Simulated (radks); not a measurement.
Results of a calculation; reference values are marked as such.
Problem. The mean radii <r> (bohr) of the occupied orbitals of an atom or ion are listed with their occupations. Level of theory: scalar-relativistic Kohn-Sham, LDA (Slater exchange, Perdew-Wang correlation), spin-polarised, spherical densities, finite nucleus; Fermi nuclear charge, rms radius of each element as measured or else 0.836 A^(1/3) + 0.57 fm (a radial shooting solver on a logarithmic mesh with Libxc functionals).

| orbital | occ. | <r> |
|---|---|---|
| 1s up | 1 | 0.02560 |
| 1s down | 1 | 0.02560 |
| 2s up | 1 | 0.1098 |
| 2s down | 1 | 0.1098 |
| 2p up | 3 | 0.09622 |
| 2p down | 3 | 0.09622 |
| 3s up | 1 | 0.2924 |
| 3s down | 1 | 0.2924 |
| 3p up | 3 | 0.2903 |
| 3p down | 3 | 0.2903 |
| 3d up | 5 | 0.2667 |
| 3d down | 5 | 0.2667 |
| 4s up | 1 | 0.6743 |
| 4s down | 1 | 0.6742 |
| 4p up | 3 | 0.7160 |
| 4p down | 3 | 0.7160 |
| 4d up | 5 | 0.8010 |
| 4d down | 5 | 0.8009 |
| 5s up | 1 | 1.634 |
| 5s down | 1 | 1.632 |
| 5p up | 3 | 1.916 |
| 5p down | 3 | 1.906 |
| 6s up | 1 | 4.252 |

Name the element and its charge. Open shells, if any, are filled with parallel spins first.

Solution. Z = 56, barium, charge +1: Ba+ in [Xe] 6s1. The 1s radius gives Z: for a bare nucleus <r> = (2 gamma + 1)/(2Z) with gamma = sqrt(1 - (Z/c)^2), 0.02523 bohr for Z = 56, and screening makes it slightly larger (0.02560 here). The occupations add up to 55, and the charge is Z minus that.
